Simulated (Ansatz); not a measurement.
`BC(F)[SiH2]F` + H–F → `BF` + `FC[SiH2]F`  (ligand exchange at a B–C bond)

Gas-phase electronic energies from Ansatz, PBE0-D4/def2-TZVP geometries. CCSD(T)/CBS adds triple-zeta CCSD(T) − MP2 to the extrapolated MP2 energy (def2 sets, frozen cores). This one scheme is used for every species. Functionals use def2-TZVPP. B3LYP here is the variant with VWN-RPA as its local correlation; programs differ in this. One conformer a species, not always the lowest.

| level | ΔE (kcal/mol) | difference from CCSD(T)/CBS |
| --- | --- | --- |
| PBE-D4 | -27.5 | 1.7 |
| B3LYP-D4 | -30.6 | -1.4 |
| BHLYP-D4 | -31.9 | -2.7 |
| ωB97X-V | -30.5 | -1.3 |
| B2PLYP | -31.9 | -2.7 |
| PBE-QIDH | -29.6 | -0.4 |
| PBE | -28.5 | 0.7 |
| BLYP | -32.4 | -3.2 |
| PBE0 | -29.1 | 0.1 |
| BHLYP | -33.3 | -4.1 |
| LC-ωPBE | -30.2 | -1.0 |
| MP2/def2-TZVPP | -30.0 | -0.8 |
| SCS-MP2/def2-TZVPP | -31.7 | -2.5 |
| CCSD(T)/def2-TZVPP | -30.3 | -1.1 |
| MP2/def2-QZVPP | -29.4 | -0.2 |
| CCSD/CBS(def2) | -29.9 | -0.7 |
| CCSD(T)/CBS | -29.2 | 0 |

Largest T1 diagnostic among the species: 0.013.

From BLYP to BHLYP (50 % exact exchange), in def2-TZVPP and without D4, ΔE moves by −0.9 kcal/mol. Leaving LDA and LC-ωPBE aside and taking each functional with its dispersion term where it has one, the values, not all of them listed here, spread over 4.9 kcal/mol, from B2PLYP to revPBE-D4. LDA lies +2.1 kcal/mol from PBE without D4. In def2-TZVPP, CCSD(T) changes the Hartree–Fock value by +6.1 kcal/mol (the triples alone add +0.7 kcal/mol) and MP2 by +6.4 kcal/mol.
